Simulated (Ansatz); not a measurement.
CH$_{5}$ClGeO (`O[CH](Cl)[GeH3]`). Total charge 0; spin multiplicity 1.

Cartesian coordinates in Å:
```
O -0.015 0.898 -1.400
C -0.273 0.684 -0.064
Cl 0.692 1.804 0.996
Ge 0.220 -1.180 0.393
H -0.318 1.779 -1.649
H -1.308 0.907 0.207
H -0.102 -1.405 1.876
H 1.716 -1.355 0.121
H -0.611 -2.133 -0.480
```

Question: What are the harmonic wavenumbers in cm⁻¹ at PBE0-D4/def2-TZVP (Ansatz, finite differences of forces, unscaled)? (Estimate.)

Answer: The calculation gave: 117, 160, 248, 337, 437, 470, 561, 668, 722, 815, 874, 877, 1123, 1166, 1270, 1396, 2159, 2177, 2191, 3071, 3808.

Question: Is this a minimum?

Answer: Yes, all 21 modes are real.

Question: Give the ideal-gas thermochemistry at 298.15 K and 1 bar (rigid rotor, harmonic oscillator; point group C1, symmetry number 1).

Answer: Zero-point energy 147.4 kJ/mol; H(298) − E = 166.2 kJ/mol; entropy 335.3 J/(mol·K), of which translation 170.6, rotation 114.3, vibration 50.4; G(298) − E = 66.3 kJ/mol.

Question: Rotational constants (cm⁻¹)?

Answer: 0.1923, 0.0653, 0.05129.
